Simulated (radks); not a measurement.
Values are calculated unless marked as measured or tabulated.
Q: Cu+, 28 electrons, occupied as [Ar] 3d10. Level of theory: scalar-relativistic Kohn-Sham, BLYP, spin-polarised, spherical densities, finite nucleus; Fermi nuclear charge, rms radius 3.8823 fm (a radial shooting solver on a logarithmic mesh with Libxc functionals). Some entries of the table are withheld. Estimate them.

orbital,occ.,eigenvalue (hartree),r(max) (bohr),<1/r> (bohr^-1)
1s,2,(1),0.03411,29.16
2s,2,-39.36497,0.1966,6.327
2p,6,-34.02785,0.1581,6.211
3s,2,(2),0.6133,(3)
3p,6,-2.96809,0.6193,1.841
3d,10,-0.50425,0.6022,(4)

A: 
(1) 1s eigenvalue (hartree): -325.6900
(2) 3s eigenvalue (hartree): -4.52796
(3) 3s <1/r> (bohr^-1): 1.996
(4) 3d <1/r> (bohr^-1): 1.381
